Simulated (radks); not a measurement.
The numbers below are computed, except where a source is named.
Problem. These are the eigenvalues of the occupied orbitals of an atom or ion with whole-number occupations (Ry). Code: a radial shooting solver on a logarithmic mesh with Libxc functionals. Model: non-relativistic Kohn-Sham, r2SCAN, spin-polarised, spherical densities, point nucleus; meta-GGA in the generalised Kohn-Sham scheme.

1s up: -132.4578
1s down: -132.4484
2s up: -11.19963
2s down: -11.19291
2p up: -7.88573
2p down: -7.87336
3s up: -1.46402
3s down: -1.35777
3p up: -0.89549

Which element is it, and in what charge state? The configuration may be excited. Open shells, if any, are filled with parallel spins first.

Solution. Z = 14, silicon, charge +1: Si+ in [Ne] 3s2 3p1. The list shows which subshells hold electrons but not how many an open one holds; the 1s level, -66.229 hartree, gives Z - s = 11.5 by -(Z - s)^2/2, which with screening narrows Z to a few neighbours, and the depths of the outer levels then fix element, charge and occupations together.
